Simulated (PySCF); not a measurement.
# Worked example: chemical shift, span and skew from a shielding tensor

BFHO, SMILES [OH+]=BF, charge +1. Atoms are numbered in the order given.

```xyz
4

O      0.0000     0.0000     1.1884
B      0.0000     0.0000    -0.0338
F      0.0000     0.0000    -1.2772
H      0.0000     0.0000     2.1565
```
Charge +1, spin multiplicity 1.

The structure is a stationary point at B3LYP-D3(BJ)/def2-TZVP. A frequency run showed that this geometry is not a minimum. The isomer is the one that the SMILES or the coordinates give; other isomers of the formula were not compared.

GIAO shieldings from PySCF with B3LYP/pcSseg-2, non-relativistic, no solvent. The symmetric part of the tensor of F3 has the principal values 268.1, 268.1, 483.9 ppm. The same nucleus in CFCl3 has σ = 159.6 ppm at this level (PySCF, at its B3LYP-D3(BJ)/def2-TZVP geometry).

**Question.** Work out the isotropic shielding, the ¹⁹F shift against CFCl3, the span and the skew.

**Answer.** 
σ(iso) = (σ11 + σ22 + σ33)/3 = 340.0 ppm. δ = σ(ref) − σ(iso) = 159.6 − (340.0) = -180.4 ppm.
Span Ω = σ33 − σ11 = 215.8 ppm. Skew κ = 3(σ(iso) − σ22)/Ω = 1.00, an axial tensor. Tumbling in solution averages the tensor to δ; in a static solid the shielding alone would spread this spin-1/2 line over Ω.
